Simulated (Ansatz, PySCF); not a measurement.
Molecule: P2O2 (charge 0, singlet). SMILES: o1p2op12
Geometry: optimised at B3LYP-D3(BJ)/def2-TZVP (Ansatz, an electronic-structure program).

Wanted: vertical ionisation energy (to the doublet state of charge +1; each state is the SCF solution reached for its spin; for the singlet the Hartree-Fock reference is unstable and T1 is 0.015), in eV. Correlated levels leave the core frozen unless marked. UHF or UKS for open shells. Spin-orbit coupling is left out. No relativistic terms. CBS(X,Y): correlation extrapolated as X^-3; Hartree-Fock from the larger set.

```
level                                        program  vertical ionisation energy (eV)
-------------------------------------------  -------  -------------------------------
HF/aug-cc-pV(D+d)Z                            Ansatz                             6.48
PBE/def2-TZVPD                                Ansatz                             8.02
B3LYP/def2-TZVPD                              Ansatz                             7.98
BHLYP/def2-TZVPD                              Ansatz                             7.66
M06-2X/def2-TZVPD                              PySCF                             7.89
CAM-B3LYP/def2-TZVPD                          Ansatz                             7.86
wB97M-V/def2-TZVPD                            Ansatz                             7.76
wB97X-V/def2-TZVPD                            Ansatz                             7.78
RI-MP2/aug-cc-pV(T+d)Z                        Ansatz                             8.29
RI-MP2/aug-cc-pV(Q+d)Z                        Ansatz                             8.35
RI-MP2/CBS(aug-cc-pV(T+d)Z,aug-cc-pV(Q+d)Z)   Ansatz                             8.40
SCS-MP2/aug-cc-pV(D+d)Z                       Ansatz                             8.09
CCSD/aug-cc-pV(D+d)Z                          Ansatz                             7.78
CCSD(T)/aug-cc-pV(D+d)Z                       Ansatz                             7.96
```

For comparison, minus the highest occupied orbital energy (PySCF): 5.10 eV at SVWN5/def2-TZVPD, 5.36 eV at TPSSh/def2-TZVPD, 4.97 eV at M06-L/def2-TZVPD.
